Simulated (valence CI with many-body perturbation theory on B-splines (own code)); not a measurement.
**Valence orbitals of Pd²⁴⁺**

Calculated by relativistic CI+MBPT: four valence electrons over a frozen Dirac-Fock core [Ar], a basis of 7 s, 7 p, 8 d, 6 f, 4 g, 1 h functions for each j, with the one-electron correlation potential Σ1, the two-electron term Σ2, the three-electron term Σ3, Breit, model QED; selected CI, second order for the rest, scaled by the run's own slope (own B-spline code, finite nucleus).

No measured spectrum was set against this ion. As an estimate, terms of the open shell hold to 2 to 4 % of their energy, and close levels can change places. Only levels of the ground parity were solved; by the run's estimate the other parity begins above the list, which can be wrong where configurations are misplaced.

These are the spectroscopic orbitals of the CI (the correlating ones are not listed), shaped by the core and the other valence electrons. h is the expectation value of the core's Dirac-Fock operator, without the valence repulsion; Σ1 is computed up to l = 3 at one energy for each symmetry, that of its lowest orbital but kept below the first core excitation, so for empty shells it is not the orbital's own correlation shift; Breit and QED include the response of the core.

| Orbital | h (hartree) | Σ1 (cm⁻¹) | Breit (cm⁻¹) | QED (cm⁻¹) | ⟨r⟩ (bohr) |
| --- | --- | --- | --- | --- | --- |
| 4s1/2 | -31.31 | -7195 | 2046 | 1472 | 0.7183 |
| 5s1/2 | -18.914 | -2653 | 977 | 711 | 1.188 |
| 6s1/2 | -12.673 | -1307 | 532 | 392 | 1.781 |
| 4p1/2 | -29.864 | -8797 | 3204 | -92.5 | 0.7219 |
| 5p1/2 | -18.212 | -3231 | 1575 | -44.0 | 1.204 |
| 6p1/2 | -12.281 | -1591 | 875 | -24.1 | 1.809 |
| 4p3/2 | -29.411 | -8515 | 2023 | 54.1 | 0.7341 |
| 5p3/2 | -17.997 | -3183 | 995 | 27.7 | 1.219 |
| 6p3/2 | -12.162 | -1579 | 574 | 15.7 | 1.827 |
| 3d3/2 | -52.734 | -21665 | 4085 | -462 | 0.3141 |
| 4d3/2 | -27.26 | -8583 | 1386 | -118 | 0.7182 |
| 5d3/2 | -16.978 | -3383 | 680 | -54.8 | 1.228 |
| 3d5/2 | -52.45 | -21093 | 1743 | -292 | 0.3166 |
| 4d5/2 | -27.163 | -8447 | 644 | -66.9 | 0.7212 |
| 5d5/2 | -16.931 | -3323 | 313 | -30.2 | 1.232 |
| 4f5/2 | -25.208 | -16764 | 57.0 | -59.3 | 0.6682 |
| 5f5/2 | -16.049 | -7154 | 26.1 | -29.9 | 1.198 |
| 4f7/2 | -25.181 | -15643 | -152 | -42.4 | 0.6694 |
| 5f7/2 | -16.033 | -6646 | -69.8 | -21.0 | 1.200 |
| 5g7/2 | -15.568 |  | 2.4 | -5.4 | 1.091 |
| 5g9/2 | -15.562 |  | -13.3 | -1.4 | 1.091 |

Among the shells of the start configuration 3d4, Σ1 is largest in size for 3d3/2, where it is 0.19 % of h.

Lowest root of each symmetry, sizes in configuration state functions:

| J | Parity | Roots | Reference | Variational | Second order | Change by selected CI (cm⁻¹) | Change by second order (cm⁻¹) |
| --- | --- | --- | --- | --- | --- | --- | --- |
| 0 | even | 5 | 37 | 4373 | 12754 | -8915 | -1 |
| 1 | even | 4 | 93 | 11158 | 31454 | -7928 | -1 |
| 2 | even | 8 | 133 | 16287 | 36089 | -7609 | -1 |
| 3 | even | 6 | 136 | 17806 | 55780 | -7724 | -2 |
| 4 | even | 7 | 121 | 17352 | 40000 | -8358 | -2 |
| 5 | even | 2 | 88 | 13608 | 2231 | -9641 | -3 |
| 6 | even | 2 | 56 | 10738 | 1218 | -9740 | -2 |
